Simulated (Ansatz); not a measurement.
System: CH4BO2, charge -1, multiplicity 1. It need not be the lowest isomer of its formula. Whether it binds its extra electron was not tested at this geometry. 
Coordinates optimised at B3LYP-D3(BJ)/def2-TZVP (Ansatz, a program for electronic structure):
```
B
O 1 1.4317
H 2 0.9599 1 106.61
O 1 1.4317 2 109.27 3 180.00
H 4 0.9599 1 106.61 2 -180.00
C 1 1.4699 2 125.36 3 0.00
H 6 1.0907 1 123.45 2 180.00
H 6 1.0907 7 113.11 1 180.00
```
Charge -1, spin multiplicity 1.

Basis-set convergence of Hartree-Fock and MP2 correlation energies (hartree) with Ansatz. Valence correlation only, unless marked. Spin-orbit coupling is left out. No relativistic terms.

```
basis        functions       E(HF)  E(corr, MP2)
-----------  ---------  ----------  ------------
aug-cc-pVDZ        128  -214.70804      -0.65489
aug-cc-pVTZ        276  -214.76405      -0.79240
aug-cc-pVQZ        504  -214.77790      -0.84159
```

Extrapolating the two largest sets (X = 3 and 4) as X^-3: E(corr) = (64·(-0.84159) - 27·(-0.79240))/37 = -0.8775 Eh, an estimate of the basis-set limit. The largest set recovers 95.9 % of it, the smallest 74.6 %.
